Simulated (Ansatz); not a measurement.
`C[SiH2][SnH3]` + NH₃ → `N[SiH2][SnH3]` + CH₄ at 500 K and 1 bar (ligand exchange at the Si–C bond).

Gas-phase electronic energies from Ansatz, PBE0-D4/def2-TZVP geometries. CBS: MP2 limit from def2 TZ/QZ plus the TZ coupled-cluster correction, frozen cores. This one scheme is used for every species. def2 core potentials past Kr. For Sn outer-core shells are correlated without core-valence functions, which leaves a few kJ/mol of doubt a bond. One conformer a species, not always the lowest.

| species | CCSD(T)/CBS energy (Eh) | H − E (kJ/mol) | S (J/(mol·K)) |
| --- | --- | --- | --- |
| `C[SiH2][SnH3]` | -545.95955 | 242.1 | 423.2 |
| NH₃ | -56.50880 | 108.2 | 211.8 |
| `N[SiH2][SnH3]` | -562.02294 | 213.3 | 420.5 |
| CH₄ | -40.46206 | 135.6 | 206.8 |

H − E and S are ideal-gas, rigid-rotor, harmonic terms from PBE0-D4/def2-TZVP, for one conformer and one mirror image of each species. 1 Eh = 2625.50 kJ/mol, R = 8.31446 J/(mol·K).

Q: By hand: ΔE, ΔH, ΔS and ΔG.

A: ΔE = (-562.02294) + (-40.46206) − (-545.95955) − (-56.50880) = -0.01665 Eh = -43.7 kJ/mol. Δ(H − E) = 213.3 + 135.6 − 242.1 − 108.2 = -1.4, so ΔH = -45.1 kJ/mol. ΔS = 420.5 + 206.8 − 423.2 − 211.8 = -7.7 J/(mol·K). ΔG = -45.1 − 500 × (-7.7)/1000 = -41.2 kJ/mol.

Q: By hand: the equilibrium constant, and the temperature at which ΔG would vanish if ΔH and ΔS stayed fixed.

A: log₁₀ K = −ΔG/(RT ln 10) = 4.3. ΔG = 0 at ΔH/ΔS = 5857 K, far beyond where these terms or the molecules hold.

The number of gas molecules stays the same, so ΔS is small and ΔH decides. A doubt of 5 kJ/mol in ΔE shifts log₁₀ K by 0.5 here. Other conformers and mirror images would add mixing entropy, several J/(mol·K) or more a flexible species. Modes under 60 cm⁻¹, often nearly free rotors, make the harmonic entropy too high. These are equilibria of isolated gas molecules and say nothing of rates. Largest T1 diagnostic: 0.012 (customary marks: 0.02 for closed shells, 0.045 for open ones).
